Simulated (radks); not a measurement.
K I, configuration [Ar] 4s0.5 4p0.5 (fractional occupations, a model configuration). All-electron calculation, Dirac Kohn-Sham, BLYP, spin-unpolarised, spherical densities, finite nucleus; open shells fill j = l - 1/2 first; Fermi nuclear charge, rms radius 3.4349 fm. Program: a radial shooting solver on a logarithmic mesh with Libxc functionals.

Spin-orbit splittings of the eigenvalues, e(l+1/2) - e(l-1/2), with zeta = 2 splitting/(2l+1) and mean radii in bohr:

| shell | occ. | splitting (eV) | zeta (eV) | <r> j=l-1/2 | <r> j=l+1/2 |
|---|---|---|---|---|---|
| 2p | 6 | 2.897 | 1.931 | 0.3489 | 0.3514 |
| 3p | 6 | ? | ? | 1.430 | 1.439 |
| 4p | 0.5 | 0.008513 | 0.005676 | 7.039 | 7.074 |

Estimate the 3p splitting.

Answer. 0.2698 eV (zeta = 0.1798 eV).
